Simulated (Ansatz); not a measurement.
Compare A (`Cl[SiH]1BCN1`) with its isomer B (`Cl[SiH2]C1BN1`).

Program: Ansatz. Geometries: PBE0-D4/def2-TZVP. ΔE: electronic, gas phase. CBS: MP2 limit from def2 TZ/QZ plus the TZ coupled-cluster correction, frozen cores. DFT in def2-TZVPP. B3LYP here is the variant with VWN-RPA as its local correlation; programs differ in this. Each species was taken in one conformer, which may not be the lowest.

Task: Which is lower in electronic energy at CCSD(T)/CBS, and by how much? (An estimate is asked.)

Result: The calculation gave: B, by 1.9 kJ/mol. So small a gap doesn't settle the order.

Task: Give E(B) − E(A) in kJ/mol with HF/def2-TZVPP, B3LYP, B3LYP-D4, r2SCAN-D4, B2PLYP, CCSD(T)/def2-TZVPP, ωB97M-V. (An estimate is asked.)

Result: Ansatz gave: HF/def2-TZVPP 3.7, B3LYP -9.9, B3LYP-D4 -7.2, r2SCAN-D4 -7.1, B2PLYP -8.4, CCSD(T)/def2-TZVPP -3.0, ωB97M-V -7.5. The order is the other way round with HF/def2-TZVPP.

Largest T1 diagnostic: 0.012.

In def2-TZVPP, CCSD(T) changes the Hartree–Fock value by −6.7 kJ/mol (the triples alone add −2.4 kJ/mol) and MP2 by −12.3 kJ/mol. From PBE to PBE0 (25 % exact exchange), in def2-TZVPP and without D4, E(B) − E(A) moves by +5.9 kJ/mol.
